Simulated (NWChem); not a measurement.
System: BHBrF; SMILES BrBF

Input file for NWChem:

```
start job
memory heap 200 mb stack 900 mb global 1100 mb
geometry units angstroms noautoz
  B     -0.561116    -1.060208     0.000000
  H     -1.738446    -1.303835     0.000000
  F      0.316576    -2.032656     0.000000
  Br     0.054262     0.740980     0.000000
end
basis spherical
  * library def2-svp
end
dft
  xc pbe0
  iterations 150
  vectors input atomic output neutral.movecs
end
task dft energy
charge 1
dft
  odft
  mult 2
  vectors input atomic output cation.movecs
end
task dft energy
```

Parts of the log:

```
             Northwest Computational Chemistry Package (NWChem) 7.3.0
             --------------------------------------------------------

 CS  symmetry detected

                             Geometry "geometry" -> ""
                             -------------------------

 Output coordinates in angstroms (scale by  1.889725989 to convert to a.u.)

  No.       Tag          Charge          X              Y              Z
 ---- ---------------- ---------- -------------- -------------- --------------
    1 B                    5.0000    -0.56812411    -1.07938574     0.00000000
    2 H                    1.0000    -1.74610875    -1.31982746     0.00000000
    3 F                    9.0000     0.30693446    -2.05420411     0.00000000
    4 Br                  35.0000     0.05212340     0.72013123     0.00000000

 Effective nuclear repulsion energy (a.u.)     137.8581910538

      Symmetry information
      --------------------

 Group name             Cs
 Group number              2
 Group order               2
 No. of unique centers     4

                                 NWChem DFT Module
                                 -----------------

 Summary of "ao basis" -> "ao basis" (spherical)
 ------------------------------------------------------------------------------
       Tag                 Description            Shells   Functions and Types
 ---------------- ------------------------------  ------  ---------------------
 B                          def2-svp                 6       14   3s2p1d
 H                          def2-svp                 3        5   2s1p
 F                          def2-svp                 6       14   3s2p1d
 Br                         def2-svp                12       32   5s4p3d

      Symmetry analysis of basis
      --------------------------

        a'         46
        a"         19

            General Information
            -------------------
          SCF calculation type: DFT
          Wavefunction type:  closed shell.
          No. of atoms     :     4
          No. of electrons :    50
           Alpha electrons :    25
            Beta electrons :    25
          Charge           :     0
          Spin multiplicity:     1
          Use of symmetry is: on ; symmetry adaption is: on
          Maximum number of iterations: 150
          AO basis - number of functions:    65
                     number of shells:    27
          Convergence on energy requested:  1.00D-06
          Convergence on density requested:  1.00D-05
          Convergence on gradient requested:  5.00D-04

              XC Information
              --------------
                         PBE0 Method XC Functional
                     Hartree-Fock (Exact) Exchange  0.250
          PerdewBurkeErnzerhof Exchange Functional  0.750
            Perdew 1991 LDA Correlation Functional  1.000 local
           PerdewBurkeErnz. Correlation Functional  1.000 non-local

             Grid Information
             ----------------
          Grid used for XC integration:  medium
          Radial quadrature: Mura-Knowles
          Angular quadrature: Lebedev.
          Tag              B.-S. Rad. Rad. Pts. Rad. Cut. Ang. Pts.
          ---              ---------- --------- --------- ---------
          B                   0.85       49           7.0       434
          H                   0.35       45           8.0       434
          F                   0.50       49           8.0       434
          Br                  1.15      112           8.0       590
          Grid pruning is: on
          Number of quadrature shells:   255
          Spatial weights used:  Erf1

      Superposition of Atomic Density Guess
      -------------------------------------

 Sum of atomic energies:       -2696.38159356

      Non-variational initial energy
      ------------------------------

 Total energy =   -2697.106390
 1-e energy   =   -4028.069255
 2-e energy   =    1193.104674
 HOMO         =      -0.386332
 LUMO         =       0.032687

      Symmetry analysis of molecular orbitals - initial
      -------------------------------------------------

  Numbering of irreducible representations:

     1 a'          2 a"

  Orbital symmetries:

     1 a'          2 a'          3 a'          4 a'          5 a"
     6 a'          7 a'          8 a'          9 a'         10 a'
    11 a"         12 a'         13 a'         14 a"         15 a'
    16 a"         17 a'         18 a'         19 a'         20 a'
    21 a"         22 a'         23 a'         24 a"         25 a'
    26 a"         27 a'         28 a'         29 a'         30 a'
    31 a'         32 a"         33 a'         34 a'         35 a"

   convergence    iter        energy       DeltaE   RMS-Dens  Diis-err
 ---------------- ----- ----------------- --------- --------- ---------
 d= 0,ls=0.0,diis     1  -2698.6300526917 -2.84D+03  1.60D-02  5.18D-01
 d= 0,ls=0.0,diis     2  -2698.6035551448  2.65D-02  8.58D-03  9.32D-01
 d= 0,ls=0.0,diis     3  -2698.6945982421 -9.10D-02  1.34D-03  1.30D-02
 d= 0,ls=0.0,diis     4  -2698.6952998745 -7.02D-04  7.21D-04  2.92D-03
 d= 0,ls=0.0,diis     5  -2698.6956137296 -3.14D-04  1.92D-04  1.57D-04
  Resetting Diis
 d= 0,ls=0.0,diis     6  -2698.6956367925 -2.31D-05  1.76D-05  2.54D-06
 d= 0,ls=0.0,diis     7  -2698.6956369630 -1.71D-07  6.54D-06  1.23D-07

         Total DFT energy =    -2698.695636963034
      One electron energy =    -4029.226576904051
           Coulomb energy =     1298.499490435673
    Exchange-Corr. energy =     -105.826741548447
 Nuclear repulsion energy =      137.858191053792

 Numeric. integr. density =       49.999998131767

                  Occupations of the irreducible representations
                  ----------------------------------------------

                     irrep           alpha         beta
                     --------     --------     --------
                     a'               19.0         19.0
                     a"                6.0          6.0

                       DFT Final Molecular Orbital Analysis
                       ------------------------------------

 Vector   23  Occ=2.000000D+00  E=-3.707474D-01  Symmetry=a'
              MO Center= -4.3D-01, -6.0D-01,  3.6D-16, r^2= 2.9D+00
   Bfn.  Coefficient  Atom+Function         Bfn.  Coefficient  Atom+Function
  ----- ------------  ---------------      ----- ------------  ---------------
    46      0.359060  4 Br py                49      0.358818  4 Br py
    15      0.272484  2 H  s                 23     -0.257455  3 F  px
     4      0.247748  1 B  px                43     -0.237252  4 Br py
    24     -0.235166  3 F  py                16      0.217034  2 H  s
     5      0.183647  1 B  py                26      0.177114  3 F  px

 Vector   24  Occ=2.000000D+00  E=-3.366991D-01  Symmetry=a"
              MO Center=  1.1D-02,  5.1D-01,  5.3D-15, r^2= 1.7D+00
   Bfn.  Coefficient  Atom+Function         Bfn.  Coefficient  Atom+Function
  ----- ------------  ---------------      ----- ------------  ---------------
    50      0.565383  4 Br pz                47      0.515785  4 Br pz
    44     -0.341491  4 Br pz                25      0.130348  3 F  pz
     6     -0.123184  1 B  pz                41      0.110939  4 Br pz
    28     -0.099899  3 F  pz                 9      0.057789  1 B  pz
    11      0.030704  1 B  d -1              62     -0.029705  4 Br d -1

 Vector   25  Occ=2.000000D+00  E=-3.181322D-01  Symmetry=a'
              MO Center= -3.8D-02,  5.3D-01, -2.9D-15, r^2= 1.9D+00
   Bfn.  Coefficient  Atom+Function         Bfn.  Coefficient  Atom+Function
  ----- ------------  ---------------      ----- ------------  ---------------
    48      0.559764  4 Br px                45      0.513684  4 Br px
    42     -0.337834  4 Br px                49     -0.146234  4 Br py
    46     -0.126335  4 Br py                15      0.125145  2 H  s
    16      0.117308  2 H  s                 39      0.109673  4 Br px
    43      0.083787  4 Br py                 4      0.074775  1 B  px

 Vector   26  Occ=0.000000D+00  E=-4.111185D-02  Symmetry=a"
              MO Center= -4.9D-01, -9.1D-01,  1.2D-13, r^2= 2.4D+00
   Bfn.  Coefficient  Atom+Function         Bfn.  Coefficient  Atom+Function
  ----- ------------  ---------------      ----- ------------  ---------------
     6      0.595336  1 B  pz                 9     -0.568290  1 B  pz
    50      0.336216  4 Br pz                25     -0.254058  3 F  pz
    28      0.249407  3 F  pz                47      0.186259  4 Br pz
    44     -0.123257  4 Br pz                62      0.088160  4 Br d -1
    41      0.039829  4 Br pz                52     -0.038196  4 Br d -1

 Vector   27  Occ=0.000000D+00  E= 8.039673D-02  Symmetry=a'
              MO Center= -4.0D-01, -3.4D-01, -2.2D-14, r^2= 3.6D+00
   Bfn.  Coefficient  Atom+Function         Bfn.  Coefficient  Atom+Function
  ----- ------------  ---------------      ----- ------------  ---------------
     3      1.803756  1 B  s                 16     -1.069497  2 H  s
    49      0.806838  4 Br py                38     -0.659133  4 Br s
     2      0.469633  1 B  s                 37     -0.396264  4 Br s
     8      0.354242  1 B  py                 5     -0.323931  1 B  py
    48      0.288484  4 Br px                22     -0.272709  3 F  s

 Vector   28  Occ=0.000000D+00  E= 1.147186D-01  Symmetry=a'
              MO Center= -3.5D-01, -1.5D+00, -1.4D-13, r^2= 3.8D+00
   Bfn.  Coefficient  Atom+Function         Bfn.  Coefficient  Atom+Function
  ----- ------------  ---------------      ----- ------------  ---------------
     8      0.996665  1 B  py                 3     -0.722882  1 B  s
    22      0.700453  3 F  s                  7     -0.458888  1 B  px
     2      0.438230  1 B  s                 38     -0.387704  4 Br s
    48      0.349472  4 Br px                 5     -0.318528  1 B  py
    49      0.222300  4 Br py                21      0.146334  3 F  s

     Multipole analysis of the density
     ---------------------------------

     L   x y z        total         alpha         beta         nuclear
     -   - - -        -----         -----         ----         -------
     0   0 0 0     -0.000000    -25.000000    -25.000000     50.000000

     1   1 0 0     -0.242243     -0.121122     -0.121122     -0.000000
     1   0 1 0     -0.046424     -0.023212     -0.023212      0.000000
     1   0 0 1      0.000000      0.000000      0.000000      0.000000

     2   2 0 0    -21.842338    -20.930308    -20.930308     20.018277
     2   1 1 0      1.087329     -1.259513     -1.259513      3.606356
     2   1 0 1      0.000000      0.000000      0.000000      0.000000
     2   0 2 0    -22.126100   -124.793803   -124.793803    227.461505
     2   0 1 1     -0.000000     -0.000000     -0.000000      0.000000
     2   0 0 2    -20.967922    -10.483961    -10.483961      0.000000

                                 NWChem DFT Module
                                 -----------------

      Symmetry analysis of basis
      --------------------------

        a'         46
        a"         19

            General Information
            -------------------
          SCF calculation type: DFT
          Wavefunction type:  spin polarized.
          No. of atoms     :     4
          No. of electrons :    49
           Alpha electrons :    25
            Beta electrons :    24
          Charge           :     1
          Spin multiplicity:     2
          Use of symmetry is: on ; symmetry adaption is: on
          Maximum number of iterations: 150
          AO basis - number of functions:    65
                     number of shells:    27
          Convergence on energy requested:  1.00D-06
          Convergence on density requested:  1.00D-05
          Convergence on gradient requested:  5.00D-04

              XC Information
              --------------
                         PBE0 Method XC Functional
                     Hartree-Fock (Exact) Exchange  0.250
          PerdewBurkeErnzerhof Exchange Functional  0.750
            Perdew 1991 LDA Correlation Functional  1.000 local
           PerdewBurkeErnz. Correlation Functional  1.000 non-local

             Grid Information
             ----------------
          Grid used for XC integration:  medium
          Radial quadrature: Mura-Knowles
          Angular quadrature: Lebedev.
          Tag              B.-S. Rad. Rad. Pts. Rad. Cut. Ang. Pts.
          ---              ---------- --------- --------- ---------
          B                   0.85       49           7.0       434
          H                   0.35       45           8.0       434
          F                   0.50       49           8.0       434
          Br                  1.15      112           8.0       590
          Grid pruning is: on
          Number of quadrature shells:   255
          Spatial weights used:  Erf1

      Superposition of Atomic Density Guess
      -------------------------------------

 Sum of atomic energies:       -2696.38159356

 Renormalizing density from      50.00 to     49

      Non-variational initial energy
      ------------------------------

 Total energy =   -2663.791950
 1-e energy   =   -3947.507870
 2-e energy   =    1145.857729
 HOMO         =      -0.736350
 LUMO         =      -0.264631

   Symmetry analysis of molecular orbitals - initial alpha
   -------------------------------------------------------

  Numbering of irreducible representations:

     1 a'          2 a"

  Orbital symmetries:

     1 a'          2 a'          3 a'          4 a'          5 a"
     6 a'          7 a'          8 a'          9 a'         10 a"
    11 a'         12 a'         13 a'         14 a"         15 a'
    16 a"         17 a'         18 a'         19 a'         20 a'
    21 a"         22 a'         23 a"         24 a'         25 a'
    26 a"         27 a'         28 a'         29 a'         30 a'
    31 a'         32 a"         33 a'         34 a'         35 a"

   Symmetry analysis of molecular orbitals - initial beta
   ------------------------------------------------------

  Numbering of irreducible representations:

     1 a'          2 a"

  Orbital symmetries:

     1 a'          2 a'          3 a'          4 a'          5 a"
     6 a'          7 a'          8 a'          9 a'         10 a"
    11 a'         12 a'         13 a'         14 a"         15 a'
    16 a"         17 a'         18 a'         19 a'         20 a'
    21 a"         22 a'         23 a"         24 a'         25 a'
    26 a"         27 a'         28 a'         29 a'         30 a'
    31 a'         32 a"         33 a'         34 a'         35 a"

[...]
```

Level: PBE0/def2-SVP, vertical spin-unrestricted ions. All runs use the structure optimised with PBE0/def2-SVP.
